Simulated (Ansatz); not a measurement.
Born–Oppenheimer molecular dynamics of FGe3H7O (12 atoms, charge 0, multiplicity 1). It starts from a relaxed structure.

These are results of Ansatz 0.2.0, RKS PBE/def2-SVP, not measurements.

```yaml
ensemble: NVE (velocity Verlet)
time_step: 0.5 fs
steps_asked: 150
starting_velocities_drawn_for: 1500 K
seed: 607292
```

First frame:

```xyz
12
Properties=species:S:1:pos:R:3
Ge 0.099 -0.218 -0.086
F 0.249 -0.549 1.656
Ge 2.346 0.198 -0.958
H 3.221 -1.061 -0.730
H 2.264 0.488 -2.479
H 2.971 1.409 -0.224
O -0.744 1.367 -0.222
H -1.650 1.315 0.139
Ge -1.298 -2.056 -0.927
H -2.691 -1.988 -0.246
H -1.484 -1.923 -2.461
H -0.645 -3.426 -0.610
```

Problem. How far do the bonds stretch over the last three quarters of this one trajectory? (Pairs bonded in most of those frames.)

Solution. 
```json
{"bond": "Ge1–F2", "mean (Å)": "1.796", "spread (Å)": "0.059", "shortest": "1.70", "longest": "1.87"}
{"bond": "Ge1–Ge3", "mean (Å)": "2.545", "spread (Å)": "0.057", "shortest": "2.45", "longest": "2.62"}
{"bond": "Ge1–O7", "mean (Å)": "1.817", "spread (Å)": "0.010", "shortest": "1.80", "longest": "1.83"}
{"bond": "Ge1–Ge9", "mean (Å)": "2.584", "spread (Å)": "0.020", "shortest": "2.55", "longest": "2.61"}
{"bond": "Ge3–H4", "mean (Å)": "1.555", "spread (Å)": "0.031", "shortest": "1.51", "longest": "1.60"}
{"bond": "Ge3–H5", "mean (Å)": "1.566", "spread (Å)": "0.072", "shortest": "1.45", "longest": "1.68"}
{"bond": "Ge3–H6", "mean (Å)": "1.561", "spread (Å)": "0.045", "shortest": "1.49", "longest": "1.64"}
{"bond": "O7–H8", "mean (Å)": "0.990", "spread (Å)": "0.024", "shortest": "0.95", "longest": "1.03"}
{"bond": "Ge9–H10", "mean (Å)": "1.555", "spread (Å)": "0.045", "shortest": "1.49", "longest": "1.63"}
{"bond": "Ge9–H11", "mean (Å)": "1.567", "spread (Å)": "0.089", "shortest": "1.44", "longest": "1.70"}
{"bond": "Ge9–H12", "mean (Å)": "1.558", "spread (Å)": "0.063", "shortest": "1.46", "longest": "1.66"}
```

Mean temperature of the second half: 745 K. The conserved energy stayed within 0.35 meV per atom of its start (net change 0.18 meV per atom), so the integration is sound. Over the second half the temperature averaged 0.50 of the 1500 K drawn at the start: a run that starts near a minimum puts about half its kinetic energy into the potential. A run of 0.075 ps of so small a system gives no equilibrium averages.

The run took 5.3 min on 4 threads of Arm Neoverse V1, on a shared host, peak memory 0.26 GiB.
